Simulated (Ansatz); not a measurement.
```yaml
crystal:
  periodic: [false, false, false]
  atoms:
    - {symbol: Ga, position_ang: [0.419807, -1.049481, -2.173116]}
    - {symbol: Ga, position_ang: [0.841821, -1.723096, 2.473531]}
    - {symbol: Ga, position_ang: [0.265498, 0.049595, 0.192942]}
    - {symbol: Ga, position_ang: [0.048691, -3.589061, 0.339040]}
    - {symbol: Ga, position_ang: [1.872710, -2.082102, -0.261343]}
    - {symbol: Ga, position_ang: [-1.558755, -1.455776, 0.797110]}
    - {symbol: Ga, position_ang: [-1.430273, -2.573179, -1.560863]}
basis:
  gaussian: {orbitals: def2-TZVPD}
total_charge: -1
magnetization: {spin_polarized: true, initial_magnetization: 2}
hamiltonian: {xc: pbe0, dispersion: d4}
scf: {omitted_lower_state_checks: [starts]}
output: {orbitals: {seedname: orbitals}}
```

```sh
$ ansatz run in.yaml --threads 4 --pin off --events-out ev --progress --plain --max-ram 4787MiB
```

**Question.** Does this run fit into the memory that it is given?

**Answer.** No. It has 378 basis functions, and Ansatz plans for 8 GiB where 5 GiB are given.
